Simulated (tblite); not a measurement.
Compound: C8H10BF.
Bonds: C1–B2, B2–C3, B2–C4, C4–C5 (aromatic), C5–C6 (aromatic), C6–C7 (aromatic), C7–F8, C7–C9 (aromatic), C9–C10 (aromatic), C4–C10 (aromatic). Hydrogens: H11, H12, H13 on C1; H14, H15, H16 on C3; H17 on C5; H18 on C6; H19 on C9; H20 on C10.

Computed with GFN2-xTB (tblite), gas phase: L-BFGS steps from a force-field or distance-geometry start until the largest atomic force falls under 0.01 eV/Å.

Step 5: E = -766.5087 eV
```
atom  x, y, z in Å  |  force x, y, z in eV/Å
C1     -2.3509    1.0961   -0.0381   -0.024   0.051  -0.005
B2     -1.3773   -0.1330    0.1276    0.034  -0.003   0.006
C3     -1.9906   -1.5155    0.5741   -0.011  -0.028   0.010
C4      0.1637    0.0166   -0.1374   -0.009  -0.008   0.009
C5      1.0458   -1.0626    0.0073   -0.003   0.013  -0.002
C6      2.4037   -0.9471   -0.2230   -0.012   0.006  -0.001
C7      2.9106    0.2810   -0.6088   -0.031  -0.016   0.017
F8      4.2357    0.4104   -0.8336   -0.019  -0.009  -0.002
C9      2.0867    1.3807   -0.7639   -0.023   0.008   0.003
C10     0.7323    1.2356   -0.5284    0.009   0.012   0.002
H11    -3.3888    0.8510    0.1768    0.018   0.010  -0.004
H12    -2.0717    1.9132    0.6252    0.027   0.042  -0.023
H13    -2.3201    1.4952   -1.0502    0.034   0.048  -0.018
H14    -1.5490   -1.8632    1.5059    0.039  -0.037   0.017
H15    -3.0667   -1.4718    0.7253    0.009  -0.022   0.006
H16    -1.8020   -2.2925   -0.1639    0.041  -0.045  -0.013
H17     0.6652   -2.0241    0.3123   -0.062  -0.026   0.004
H18     3.0625   -1.7942   -0.1059    0.024   0.039  -0.010
H19     2.5020    2.3315   -1.0624    0.026  -0.033   0.002
H20     0.1037    2.1033   -0.6504   -0.069  -0.002   0.000
```

Step 6: E = -766.5097 eV
```
atom  x, y, z in Å  |  force x, y, z in eV/Å
C1     -2.3502    1.0967   -0.0385   -0.028   0.064  -0.004
B2     -1.3751   -0.1322    0.1278   -0.043  -0.029   0.016
C3     -1.9898   -1.5161    0.5740   -0.011  -0.036   0.015
C4      0.1641    0.0169   -0.1372   -0.022  -0.017   0.013
C5      1.0450   -1.0625    0.0073    0.005  -0.001   0.003
C6      2.4023   -0.9471   -0.2229    0.022  -0.001  -0.003
C7      2.9089    0.2810   -0.6081   -0.014  -0.011   0.008
F8      4.2345    0.4099   -0.8336   -0.035  -0.008   0.003
C9      2.0852    1.3808   -0.7637    0.010   0.000   0.002
C10     0.7314    1.2356   -0.5281    0.021   0.022  -0.004
H11    -3.3890    0.8517    0.1767    0.050   0.016  -0.013
H12    -2.0708    1.9152    0.6239    0.020   0.025  -0.022
H13    -2.3188    1.4976   -1.0506    0.028   0.029  -0.004
H14    -1.5477   -1.8649    1.5062    0.027  -0.022  -0.003
H15    -3.0671   -1.4732    0.7259    0.052  -0.020  -0.003
H16    -1.8004   -2.2944   -0.1638    0.031  -0.016   0.003
H17     0.6633   -2.0234    0.3119   -0.063  -0.038   0.008
H18     3.0638   -1.7925   -0.1064    0.010   0.033  -0.008
H19     2.5034    2.3299   -1.0622    0.019  -0.013  -0.002
H20     0.1019    2.1017   -0.6502   -0.079   0.022  -0.003
```

Step 7: E = -766.5107 eV
```
atom  x, y, z in Å  |  force x, y, z in eV/Å
C1     -2.3495    1.0984   -0.0391   -0.009   0.053  -0.005
B2     -1.3736   -0.1317    0.1283   -0.105  -0.040   0.019
C3     -1.9889   -1.5175    0.5741    0.003  -0.034   0.014
C4      0.1643    0.0171   -0.1368   -0.027  -0.011   0.010
C5      1.0438   -1.0628    0.0074    0.011  -0.016   0.009
C6      2.4010   -0.9473   -0.2226    0.027   0.009  -0.003
C7      2.9068    0.2811   -0.6072   -0.001  -0.026   0.003
F8      4.2323    0.4091   -0.8336   -0.032  -0.003   0.004
C9      2.0837    1.3808   -0.7633    0.034   0.011  -0.003
C10     0.7306    1.2361   -0.5278    0.000   0.016   0.000
H11    -3.3885    0.8528    0.1765    0.063   0.025  -0.019
H12    -2.0694    1.9181    0.6220    0.014   0.010  -0.015
H13    -2.3168    1.5010   -1.0510    0.020   0.008   0.006
H14    -1.5457   -1.8674    1.5063    0.013  -0.006  -0.020
H15    -3.0667   -1.4752    0.7265    0.075  -0.021  -0.009
H16    -1.7980   -2.2968   -0.1637    0.019   0.012   0.016
H17     0.6600   -2.0230    0.3115   -0.052  -0.038   0.007
H18     3.0655   -1.7898   -0.1071    0.006   0.008  -0.002
H19     2.5054    2.3277   -1.0621    0.009   0.008  -0.006
H20     0.0984    2.1001   -0.6499   -0.068   0.033  -0.005
```

Problem. Estimate the geometry and energy of step 8. (The exact step hangs on the optimiser's Hessian estimate; all steps are aligned on step 7, rigid shifts and turns removed.)

Solution. E = -766.5118 eV, largest force 0.122 eV/Å
```
atom  x, y, z in Å  |  force x, y, z in eV/Å
C1     -2.3485    1.1011   -0.0399    0.020   0.025  -0.004
B2     -1.3736   -0.1317    0.1292   -0.117  -0.033   0.012
C3     -1.9874   -1.5197    0.5744    0.021  -0.019   0.008
C4      0.1641    0.0172   -0.1361   -0.029  -0.012   0.009
C5      1.0427   -1.0635    0.0077   -0.012  -0.021   0.015
C6      2.3995   -0.9474   -0.2223    0.027  -0.013   0.006
C7      2.9042    0.2807   -0.6060    0.003   0.001  -0.011
F8      4.2293    0.4081   -0.8335   -0.015   0.001   0.003
C9      2.0823    1.3811   -0.7629    0.030   0.001   0.001
C10     0.7293    1.2369   -0.5273   -0.018   0.011   0.001
H11    -3.3869    0.8546    0.1759    0.052   0.037  -0.023
H12    -2.0674    1.9219    0.6195    0.009  -0.001  -0.001
H13    -2.3139    1.5053   -1.0516    0.011  -0.014   0.009
H14    -1.5430   -1.8705    1.5062    0.005   0.007  -0.026
H15    -3.0651   -1.4781    0.7272    0.071  -0.027  -0.010
H16    -1.7947   -2.2996   -0.1632    0.008   0.033   0.021
H17     0.6552   -2.0231    0.3112   -0.027  -0.025   0.001
H18     3.0677   -1.7866   -0.1079   -0.002  -0.016   0.003
H19     2.5081    2.3254   -1.0622    0.000   0.035  -0.012
H20     0.0931    2.0986   -0.6497   -0.037   0.029  -0.005
```

The energy changes by -0.0011 eV. The first-order estimate −F·Δx gives -0.0015 eV and the mean of the old and new forces, exact on a quadratic surface, -0.0011 eV. The step makes an angle of 62° with the force vector and moves no atom by more than 0.006 Å.

The cost below is that of the whole relaxation. On Intel Xeon at 2.50 GHz, one thread, no GPU, shared host with 64 logical CPUs at a one-minute load of 55, this took 1.2 s wall, 0.63 s CPU.
